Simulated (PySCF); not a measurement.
Electron correlation in Pd²⁺ (palladium, charge +2)

[Kr] 4d7 5p1, one real determinant (an excited configuration). Calculation: PySCF 2.14, in aug-cc-pVTZ-PP with ECP28MDF (6s6p5d3f2g, 88 functions); scalar relativity through the core potential. Frozen: 4s2 4p6; 8 electrons correlated.

```csv
level,correlation energy (mhartree)
CCSD,-186.32
(T),-4.74
CCSD(T),-191.06
```

Diagnostics: T1 = 0.0091, D1 = 0.0316, largest double amplitude 0.040.

Problem. Is a single reference adequate?

Solution. Yes, within this model without spin-orbit coupling: T1 lies below 0.03 and no double amplitude reaches 0.07.

The reference is one real determinant that mixes LS terms of this configuration.
